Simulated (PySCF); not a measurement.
## `[GeH3][SiH2]c1ccncc1`, C5H9GeNSi

Geometry (Å), atoms numbered from 1 in this order:
```xyz
17

Ge    2.887    0.188   -0.546
Si    1.255   -1.198    0.397
C    -0.426   -0.350    0.230
C    -0.695    0.834    0.913
C    -1.929    1.443    0.757
N    -2.882    0.963   -0.023
C    -2.634   -0.156   -0.681
C    -1.435   -0.846   -0.588
H     2.514    0.829   -1.851
H     4.188   -0.494   -0.850
H     3.300    1.354    0.303
H     1.187   -2.496   -0.282
H     1.507   -1.415    1.827
H     0.051    1.271    1.562
H    -2.171    2.360    1.280
H    -3.438   -0.515   -1.311
H    -1.287   -1.759   -1.145
```

Level of theory: PySCF, GIAO B97-2/pcSseg-1 magnetisability, rotational g tensor and spin-rotation constants, non-relativistic, gas phase. Geometry: GFN2-xTB.

The calculation is non-relativistic, which matters for the atoms heavier than Zn.

**Question.** How diamagnetic is it, and how anisotropic?

**Answer.** Isotropic -1593 × 10⁻³⁰ J/T², or -95.9 × 10⁻⁶ cm³/mol; principal values -2247, -1337, -1193 × 10⁻³⁰ J/T², anisotropy 990 × 10⁻³⁰ J/T² (root of half the summed squared differences of the principal values). The susceptibility is in cgs units.

**Question.** Split it along the inertial axes a, b, c into diamagnetic and paramagnetic parts about the centre of mass, with the quadrupole moment.

**Answer.** 
```tsv
axis	χ (10⁻⁶ cm³/mol)	diamagnetic (10⁻⁶ cm³/mol)	paramagnetic (10⁻⁶ cm³/mol)	summed x² of all electrons (Å²)	quadrupole Θ (D Å)
a	-88.7	-560.6	471.9	477.8	-12.46
b	-87.4	-2236.7	2149.3	82.7	+8.00
c	-111.6	-2378.1	2266.5	49.4	+4.46
```
Anisotropies 2χaa − χbb − χcc = +21.6 and 2χbb − χaa − χcc = +25.6 × 10⁻⁶ cm³/mol. Θ is traceless in Buckingham's convention.

**Question.** And the rotational g tensor?

**Answer.** 
```tsv
axis	rotational constant (GHz)	g	nuclear part	electronic part
a	2.9117	-0.0416	0.6040	-0.6455
b	0.5182	-0.0106	0.5126	-0.5232
c	0.4885	-0.0040	0.5161	-0.5201
```
Asymmetric top; isotopes 12C, 74Ge, 1H, 14N, 28Si; no vibrational averaging.
